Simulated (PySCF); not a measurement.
Two species compared at the same levels of theory.

First species: C3H3Cl3Si.
InChI=1S/C3H3Cl3Si/c1-2-3-7(4,5)6/h3H,1H2

Second species: C4H2NPS.
SMILES: `N#Cc1cpcs1`

Levels: CAM-B3LYP/def2-SVPD for dipole moment, HOMO energy, LUMO energy, HOMO–LUMO gap, static isotropic polarisability and electronic spatial extent ⟨r²⟩ about the centre of nuclear charge; TDDFT CAM-B3LYP/def2-SVPD for lowest singlet excitation; TDA CAM-B3LYP/def2-SVPD for lowest triplet excitation (Tamm–Dancoff); GFN2-xTB for rotational constant A and rotational constant C. Geometries: GFN2-xTB. Each structure is a single optimised conformer of the isolated species, non-relativistic unless stated; the electronic structure was computed with PySCF and density fitting.

Dipoles, sizes and rotational constants follow the conformer. The torsions of the flexible species, by atom-mapped SMILES:
- `[CH2:1]=[C:2]=[CH:3][Si:4]([Cl:5])([Cl:6])[Cl:7]`: C2–C3–Si4–Cl5 172°

```csv
property,column X,column Y
dipole moment,2.08 D,3.57 D
HOMO energy,-9.41 eV,-8.72 eV
LUMO energy,0.09 eV,-1.34 eV
HOMO–LUMO gap,9.50 eV,7.38 eV
lowest singlet excitation,5.43 eV,4.64 eV
lowest triplet excitation (Tamm–Dancoff),4.45 eV,2.93 eV
static isotropic polarisability,101.1 au,91.6 au
electronic spatial extent ⟨r²⟩ about the centre of nuclear charge,1609 bohr²,997 bohr²
rotational constant A,1.400 GHz,4.081 GHz
rotational constant C,0.819 GHz,1.059 GHz
```

Question: Which column belongs to which species?

Answer: Column X is the first species and column Y the second. The first has 10 atoms and 86 electrons, the second 9 and 64.

Question: How does each property change from the first species to the second?

Answer: dipole moment +1.49 D; HOMO energy +0.69 eV; LUMO energy -1.43 eV; HOMO–LUMO gap -2.12 eV; lowest singlet excitation -0.79 eV; lowest triplet excitation (Tamm–Dancoff) -1.52 eV; static isotropic polarisability -9.5 au; electronic spatial extent ⟨r²⟩ about the centre of nuclear charge -612 bohr²; rotational constant A +2.681 GHz; rotational constant C +0.240 GHz.

On the first: No computed singlet falls in the visible range (750 to 380 nm, 1.65 to 3.26 eV); S1 lies 2.17 eV above its blue end. The principal polarisabilities are 85.5, 86.5 and 131.3 au; their mean is the isotropic value.

On the second: The principal polarisabilities are 55.6, 93.4 and 125.8 au; their mean is the isotropic value. No computed singlet falls in the visible range (750 to 380 nm, 1.65 to 3.26 eV); S1 lies 1.38 eV above its blue end.
